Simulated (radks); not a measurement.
Results of a calculation; reference values are marked as such.
All-electron atom: Bi5+ in [Xe] 4f14 5d10. Code: a radial shooting solver on a logarithmic mesh with Libxc functionals. Model: Dirac Kohn-Sham, LDA (Slater exchange, Perdew-Wang correlation), spin-unpolarised, spherical densities, point nucleus.

Radial electron density D(r) = 4 pi r^2 rho(r):

```
   r/bohr * D(r) (the largest magnitude, 155, reaches the edge; | marks zero)
  0.00092 |   *
 0.001217 |     *
 0.001611 |        *
 0.002131 |            *
  0.00282 |                 *
 0.003731 |                        *
 0.004897 |                              *
 0.006479 |                                     *
 0.008573 |                                         *
  0.01134 |                                          *
  0.01501 |                                        *
  0.01986 |                                     *
  0.02628 |                                       *
  0.03449 |                                               *
  0.04563 |                                                      *
  0.06038 |                                                   *
  0.07989 |                                           *
   0.1057 |                                              *
   0.1399 |                                                   *
   0.1851 |                                       *
   0.2429 |                             *
   0.3214 |                                  *
   0.4252 |                             *
   0.5626 |               *
   0.7444 |         *
    0.985 |       *
    1.303 |   *
    1.711 |*
    2.263 *
    2.995 *
    3.963 *
```

D(r) has 4 maxima, at r = 0.0106, 0.0486, 0.135, 0.345 bohr, and minima at 0.0208, 0.0865, 0.245 bohr, inside which lie 2.03, 11.03, 30.02 electrons.
